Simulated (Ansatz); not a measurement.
Species: CaO, net charge 0, singlet state. 
Coordinates optimised at B3LYP-D3(BJ)/def2-TZVP (Ansatz, a program for electronic structure):
```
Ca
O 1 1.8239
```

Q: Give the harmonic wavenumbers at B3LYP-D3(BJ)/def2-TZVP (Ansatz, finite differences of forces, unscaled).

A: 764 cm⁻¹. Zero-point energy 1.1 kcal/mol.

Q: From these and the geometry, give the ideal-gas thermochemistry at 298.15 K and 1 atm (rigid rotor, harmonic oscillator).

A: Point group C∞v, rotational symmetry number 1. Rotational constants 13.29, 13.29 GHz. S(trans) 37.99, S(rot) 14.20, S(vib) 0.24, S(elec, spin only) 0.00, S 52.4 cal/(mol K). H(298) - H(0) 2.13 kcal/mol; G - E(el) -12.4 kcal/mol.
